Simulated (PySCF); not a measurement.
## Radial density of Gd (gadolinium, neutral)

UHF, [Xe] 4f7 5d1 6s2, high-spin 9D determinant. Calculation: PySCF 2.14, in cc-pVDZ-X2C (8s7p5d3f1g, 84 functions); the spin-free X2C one-electron Hamiltonian (Gaussian nucleus).

```json
{"r (bohr)": "0.0180", "4πr²ρ (e/bohr)": "84.16", "4πr²(ρα − ρβ)": "0.0032"}
{"r (bohr)": "0.0303", "4πr²ρ (e/bohr)": "74.89", "4πr²(ρα − ρβ)": "0.0074"}
{"r (bohr)": "0.0510", "4πr²ρ (e/bohr)": "102.2", "4πr²(ρα − ρβ)": "0.0164"}
{"r (bohr)": "0.0858", "4πr²ρ (e/bohr)": "103.9", "4πr²(ρα − ρβ)": "0.0347"}
{"r (bohr)": "0.144", "4πr²ρ (e/bohr)": "88.88", "4πr²(ρα − ρβ)": "0.3188"}
{"r (bohr)": "0.243", "4πr²ρ (e/bohr)": "82.38", "4πr²(ρα − ρβ)": "2.1070"}
{"r (bohr)": "0.408", "4πr²ρ (e/bohr)": "43.20", "4πr²(ρα − ρβ)": "7.0851"}
{"r (bohr)": "0.687", "4πr²ρ (e/bohr)": "37.19", "4πr²(ρα − ρβ)": "8.1288"}
{"r (bohr)": "1.15", "4πr²ρ (e/bohr)": "12.28", "4πr²(ρα − ρβ)": "3.5175"}
{"r (bohr)": "1.94", "4πr²ρ (e/bohr)": "4.392", "4πr²(ρα − ρβ)": "0.7903"}
{"r (bohr)": "3.27", "4πr²ρ (e/bohr)": "0.9456", "4πr²(ρα − ρβ)": "0.2418"}
{"r (bohr)": "5.50", "4πr²ρ (e/bohr)": "0.3268", "4πr²(ρα − ρβ)": "0.0157"}
{"r (bohr)": "9.24", "4πr²ρ (e/bohr)": "0.01283", "4πr²(ρα − ρβ)": "-0.0042"}
{"r (bohr)": "15.5", "4πr²ρ (e/bohr)": "1.804e-05", "4πr²(ρα − ρβ)": "0.0000"}
```

Densities and radii are taken from the X2C orbitals without a picture-change correction, which distorts them close to the nucleus.

Spin-orbit coupling, absent here, splits the open shell strongly. ⟨S²⟩ = 20.15 against 20.00 shows spin contamination.

Q: Where is the radial spin density 4πr²(ρα − ρβ) most negative, and why is it negative at all?

A: Around r = 9.24 bohr, down to -0.0042 e/bohr: exchange with the open shell polarises the paired shells in an unrestricted calculation.
